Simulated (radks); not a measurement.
Results of a calculation; reference values are marked as such.
Fractional charge and spin in the 5p shell of praseodymium: the spin-up occupation runs from 2 to 3 and the spin-down occupation from 2 to 3; the fullest corner is Pr+, [Kr] 4d10 4f(up 1.5, down 1.5) 5s2 6s(up 0.5, down 0.5) 5p(up 3, down 3). Level of theory: scalar-relativistic Kohn-Sham, LDA (Slater exchange, Perdew-Wang correlation), spin-polarised, spherical densities, finite nucleus; Fermi nuclear charge, rms radius of each element as measured or else 0.836 A^(1/3) + 0.57 fm (a radial shooting solver on a logarithmic mesh with Libxc functionals). Energy (eV) above the fullest corner. The planes named below are the two flat planes that join the four corners, with an edge along up + down = one added electron.

down \ up       2    2.25     2.5    2.75       3
2          76.893  64.742  53.316  42.605  32.598
2.25       64.742  53.363  42.696  32.731  23.456
2.5        53.316  42.696  32.775  23.543  14.986
2.75       42.605  32.731  23.543  15.028   7.173
3          32.598  23.456  14.986   7.173   0.000

Corners above the fullest one (they belong to Pr2+ and the next ion): (up 3, down 2) 32.598 eV, (up 2, down 3) 32.598 eV, (up 2, down 2) 76.893 eV. With half an added electron in each spin the energy lies 0.177 eV from the planes, and with half an added electron in spin up alone -1.429 eV. The planes are only a guide here: the flat-plane condition holds for ground states with one frontier orbital, while this shell lies below other occupied shells, so the corners above the fullest one are inner-hole states and not the ground states of those ions.
